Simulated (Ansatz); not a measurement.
The same path of C₃H₈BGa (13 atoms, charge 0, multiplicity 1) was run twice with different band settings.

Computed with Ansatz, RKS B3LYP/def2-SVP.

Relaxed end points:

```xyz
13
Properties=species:S:1:pos:R:3
C -2.665 0.385 0.564
Ga -0.791 0.144 1.192
B 0.821 -0.112 -0.041
C 1.790 -1.036 -0.840
C 2.004 0.465 -0.876
H -3.062 1.340 0.950
H -2.769 0.378 -0.530
H -3.297 -0.416 0.984
H -0.585 0.151 2.764
H 2.502 -1.657 -0.283
H 1.410 -1.534 -1.741
H 1.778 1.007 -1.802
H 2.864 0.886 -0.339
```

```xyz
13
Properties=species:S:1:pos:R:3
C -2.317 0.263 1.462
Ga -1.367 0.342 -0.285
B 0.626 -0.050 -0.543
C 1.793 -1.037 -0.841
C 2.109 0.426 -0.598
H -3.152 -0.456 1.393
H -1.672 -0.027 2.304
H -2.762 1.248 1.681
H -2.254 0.745 -1.536
H 2.070 -1.771 -0.074
H 1.894 -1.435 -1.859
H 2.429 1.044 -1.446
H 2.603 0.708 0.340
```

Common settings: spring 5.0 eV/Å²; optimiser quadratic models (default); start path through a guess of the saddle point; force threshold 0.05 eV/Å; iteration limit 60; end points relaxed.

| run | movable images | climbing image |
| --- | --- | --- |
| 1 | 5 | yes |
| 2 | 4 | no |

**Question.** What does each run give, and how far can it be trusted?

**Answer.** Run 1: converged after 11 iterations, highest image 0.290 eV above the first end. A vibrational analysis at the climbing image gives one clearly imaginary mode, 129i cm⁻¹: a first-order saddle point.
Run 2: converged after 12 iterations, highest image 0.253 eV above the first end. No image climbed, so the highest image needn't sit at the top of the path.
